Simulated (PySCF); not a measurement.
CH3F2GaO. Atoms are numbered in the order given.

```xyz
8

Ga     0.1828     0.2317     0.2219
F      1.5563     1.2336     0.5526
F     -1.0769     0.1421     1.4214
O      0.0573    -0.6728    -1.2776
C     -1.0604    -1.4988    -1.5709
H     -1.5516    -1.1384    -2.4905
H     -0.7149    -2.5313    -1.7478
H     -1.8111    -1.5180    -0.7613
```

The structure is a stationary point at r2SCAN-D4/def2-SVP. The structure was generated by enumeration; whether it is a known compound was not checked. The values are those of a single conformer.

Calculation: IEF-PCM-M06-2X/def2-SVP run with PySCF.

The values are the electrostatic part of the solvation free energy, E(continuum) − E(gas) at the gas-phase geometry, in a cavity of scaled van der Waals radii (PySCF's table); cavitation and dispersion terms are not included. A continuum can't describe solvent molecules that bind to the metal. In vacuum the orbital gap is 9.41 eV. The dipole moment in vacuum is 2.24 D.

Computed values in water (ε = 78.36), diethylether (ε = 4.24), acetonitrile (ε = 35.69):
```tsv
solvent	ε	ΔG(elec) (kcal/mol)	dipole (D)	gap (eV)
water	78.36	-8.6	2.49	9.44
diethylether	4.24	-5.8	2.42	9.41
acetonitrile	35.69	-8.4	2.48	9.43
```
